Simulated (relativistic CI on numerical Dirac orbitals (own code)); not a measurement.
Radial Dirac CI calculation of Ta IV.

Command:

```sh
python run_levels.py task.json out
```

Input:

```
atom Ta  Z=73  charge=3  electrons=70
nucleus A=181  rms_radius_fm=5.3507
hamiltonian dirac-coulomb  breit=on  qed=on  c_scale=0.8
orbitals kli  potential=per-configuration
slater_scale 1.2
correlation none
mixing on
grid step=0.0125 r_max=50.3
scf mixing=0.4 start=green max_iterations=150 tolerance=2e-08 node_fill=0.05
configurations
  [Xe] 4f14 5d2
end
```

Output:

```
SCF 1: [Xe] 4f14 5d2
 iter      energy (Ha)   residual   last orbital (Ha)
    1    -16140.517051   4.21e+00     -3.41369
    2    -16207.501603   1.06e+00     -1.72428
    3    -16210.718501   3.19e-01     -1.31201
    4    -16211.198818   4.18e-01     -1.30040
    5    -16211.556039   1.37e-02     -1.21637
    6    -16211.549195   2.31e-02     -1.22399
    7    -16211.556963   1.50e-03     -1.22452
    8    -16211.556620   1.35e-03     -1.22331
    9    -16211.556780   4.82e-04     -1.22351
   10    -16211.556867   1.05e-05     -1.22360
   11    -16211.556867   6.01e-07     -1.22361
   12    -16211.556867   4.76e-08     -1.22361
   13    -16211.556867   2.51e-09     -1.22361
orbital energies (Ha): 4d5/2 -9.0917  4f5/2 -2.0829  4f7/2 -1.9752  5s -4.2865  5p1/2 -3.1668  5p3/2 -2.5669  5d3/2 -1.2693  5d5/2 -1.2236
configuration averages (Ha): Dirac-Coulomb, Breit, QED
  5d2                         -16211.556867   27.150962   16.722963
levels: no., configuration, term, J, E (cm-1), weight
   1 5d2                    3F   2                0.0  0.94
   2 5d2                    3F   3             5360.5  1.00
   3 5d2                    3F   4            10550.4  0.96
   4 5d2                    3P   0            15859.6  0.97
   5 5d2                    1D   2            16133.6  0.58
   6 5d2                    3P   1            18371.7  1.00
   7 5d2                    3P   2            24272.6  0.62
   8 5d2                    1G   4            24732.1  0.96
   9 5d2                    1S   0            51585.0  0.97
lowest total energy -16167.751760 Ha
end: converged
```

Against the reference input this run has: Slater scale 1.2, speed of light × 0.8. The reference run ends at -15587.539643 Ha with Breit and QED terms. With a changed speed of light or nuclear radius the levels are not those of the real ion, and the QED model is not rescaled.

With so few configurations and no correlation, terms lie too far apart (by 10 to 50 % or more near neutrality), their order can be wrong, and levels of other configurations are missing.
